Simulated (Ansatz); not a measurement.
CH$_{7}$AlGeS, relaxed with RKS PBE0-D4/def2-TZVP in the Gaussian-basis code of Ansatz from a PBE-D4/def2-SVP geometry. The force threshold is 0.005 eV/Å; the program also tests the step.

The species carries charge 0 and has multiplicity 1. The bonds changed during the relaxation, so this is another structure than the one it started from.

Start:

```xyz
11

S     1.714    1.199   -0.666
C     1.790   -0.486    0.173
Al    0.161    0.198    1.064
Ge   -1.971   -0.165   -0.142
H     0.859    0.849   -1.671
H     2.732   -0.476    0.754
H     1.827   -1.286   -0.589
H     0.335    0.947    2.465
H    -2.892    1.090   -0.195
H    -1.704   -0.558   -1.632
H    -2.851   -1.312    0.440
```

| step | energy (eV) | largest force (eV/Å) | largest move (Å) |
| --- | --- | --- | --- |
| 1 | -75087.3795 | 0.530 | 0.000 |
| 2 | -75087.4128 | 0.256 | 0.032 |
| 3 | -75087.4180 | 0.058 | 0.018 |
| 4 | -75087.4184 | 0.023 | 0.013 |
| 5 (rejected) | -75087.4184 | 0.032 | 0.010 |
| 6 | -75087.4186 | 0.007 | 0.005 |
| 7 | -75087.4188 | 0.018 | 0.043 |
| 8 | -75087.4190 | 0.013 | 0.041 |
| 9 | -75087.4191 | 0.010 | 0.013 |
| 10 | -75087.4191 | 0.006 | 0.006 |
| 11 | -75087.4191 | 0.005 | 0.003 |
| 12 | -75087.4191 | 0.002 | 0.006 |

End:

```xyz
11

S     1.723    1.153   -0.663
C     1.771   -0.497    0.185
Al    0.167    0.249    1.028
Ge   -1.967   -0.152   -0.148
H     0.876    0.817   -1.651
H     2.696   -0.496    0.761
H     1.794   -1.292   -0.555
H     0.344    0.997    2.413
H    -2.942    1.042   -0.119
H    -1.708   -0.456   -1.645
H    -2.754   -1.364    0.394
```

It took 51 s on 4 threads of an Arm Neoverse V1 on a shared host, with 0.61 GiB of host memory at the peak.
